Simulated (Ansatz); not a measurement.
Consider the ligand exchange at a B–C bond: `BCO[SiH2][AlH2]` + `N=C([SiH3])S` → `BSC(=N)[SiH3]` + `CO[SiH2][AlH2]`.

Gas-phase electronic energies from Ansatz, PBE0-D4/def2-TZVP geometries. CBS: MP2 limit from def2 TZ/QZ plus the TZ coupled-cluster correction, frozen cores. DFT in def2-TZVPP. B3LYP here is the variant with VWN-RPA as its local correlation; programs differ in this. Each species was taken in one conformer, which may not be the lowest.

```tsv
level	ΔE (kJ/mol)	difference from CCSD(T)/CBS
PBE-D4	-103.1	1.7
r2SCAN-D4	-102.5	2.3
PBE0-D4	-103.1	1.7
B3LYP-D4	-101.0	3.8
ωB97X-V	-99.9	4.9
ωB97M-V	-100.5	4.3
B2PLYP	-104.2	0.6
PBE	-102.7	2.1
r2SCAN	-102.5	2.3
PBE0	-102.8	2.0
B3LYP	-100.3	4.5
HF/def2-TZVPP	-96.4	8.4
MP2/def2-TZVPP	-109.6	-4.8
SCS-MP2/def2-TZVPP	-106.5	-1.7
CCSD/def2-TZVPP	-103.0	1.8
CCSD(T)/def2-TZVPP	-106.2	-1.4
HF/def2-QZVPP	-95.7	9.1
MP2/def2-QZVPP	-108.6	-3.8
SCS-MP2/def2-QZVPP	-105.6	-0.8
HF/CBS(def2)	-95.6	9.2
MP2/CBS(def2)	-108.3	-3.5
CCSD/CBS(def2)	-101.7	3.1
CCSD(T)/CBS	-104.8	0
```

Largest T1 diagnostic among the species: 0.015.

In def2-TZVPP, CCSD(T) changes the Hartree–Fock value by −9.7 kJ/mol (the triples alone add −3.1 kJ/mol) and MP2 by −13.2 kJ/mol.
